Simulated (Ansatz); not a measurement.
```xyz
7

F     2.229   -0.781   -0.093
Hf    0.443   -0.178   -0.225
F    -0.476   -1.112   -1.589
Se    0.467    2.350   -0.642
Se   -0.808   -0.526    1.994
H    -0.921    2.207   -1.118
H    -0.933   -1.960    1.673
```

Total charge 0; spin multiplicity 1. Hf takes the def2 core potential.

Problem. List the ωB97M-V/def2-TZVPP orbital energies in eV (Ansatz 0.2.0). (An estimate is asked.)

Solution. The calculation gave: Occupied: -12368.39, -12368.15, -1588.70, -1588.46, -1423.46, -1423.42, -1423.41, -1423.22, -1423.18, -1423.16, -677.76, -677.74, -218.15, -217.91, -161.10, -160.94, -160.89, -160.86, -160.70, -160.64, -72.65, -60.99, -60.94, -60.90, -60.78, -60.77, -60.76, -60.70, -60.65, -60.53, -60.53, -41.68, -41.23, -40.75, -35.11, -34.61, -22.45, -22.16, -15.97, -15.78, -15.36, -15.35, -15.16, -14.77, -13.50, -13.33, -11.29, -10.64, -10.01, -9.66. Lowest empty: 0.07, 0.50, 0.60, 0.94, 1.39, 1.42, 2.42, 2.89.
